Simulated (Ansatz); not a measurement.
Ru3H6. Total charge 0; singlet. Geometry PBE0-D4/def2-SVP, basis def2-TZVP, Ansatz.

| atom | x (Å) | y (Å) | z (Å) |
| --- | --- | --- | --- |
| Ru1 | -0.127 | -0.798 | -0.642 |
| Ru2 | 1.104 | 1.145 | 0.427 |
| Ru3 | -1.175 | 0.986 | 0.409 |
| H4 | -1.781 | 1.190 | -1.047 |
| H5 | 1.479 | -0.383 | -0.356 |
| H6 | 0.552 | -0.504 | -2.027 |
| H7 | 1.082 | 0.594 | 1.883 |
| H8 | -1.677 | -0.407 | 1.030 |
| H9 | 0.543 | -1.823 | 0.323 |

```csv
run,HOMO (eV),LUMO (eV)
A,-4.60,-3.52
B,-5.70,-2.70
C,-5.31,-3.07
D,-5.12,-3.15
E,-4.41,-3.70
```

In the def2 sets Ru takes a core potential; there is no spin–orbit coupling. HSE06 is defined as in plane-wave codes, on full-range PBE exchange. No other spin state of charge 0 was run. Another isomer (quintet) lies 0.41 eV lower at PBE0-D4/def2-TZVP; other spin states weren't run for this one.

Question: The runs used HSE06, PBE, PBE0, r2SCAN, r2SCANh. Estimate which is which.

Answer: A r2SCAN (0 % exact exchange); B PBE0 (25 % exact exchange); C HSE06 (range-separated); D r2SCANh (10 % exact exchange); E PBE (0 % exact exchange). Exact exchange lowers occupied and raises empty levels; among semilocal functionals meta-GGAs tend to open the gap a little, and such runs are hard to tell apart. The gap grows from 0.71 eV (PBE) to 3.00 eV (PBE0). The restricted singlet is unstable towards broken spin symmetry in Hartree–Fock (as tested in another run); at r2SCAN-D4/def2-TZVP, PBE0-D4/def2-TZVP, HSE06-D4/def2-TZVP, r2SCANh-D4/def2-TZVP and others this wasn't settled.
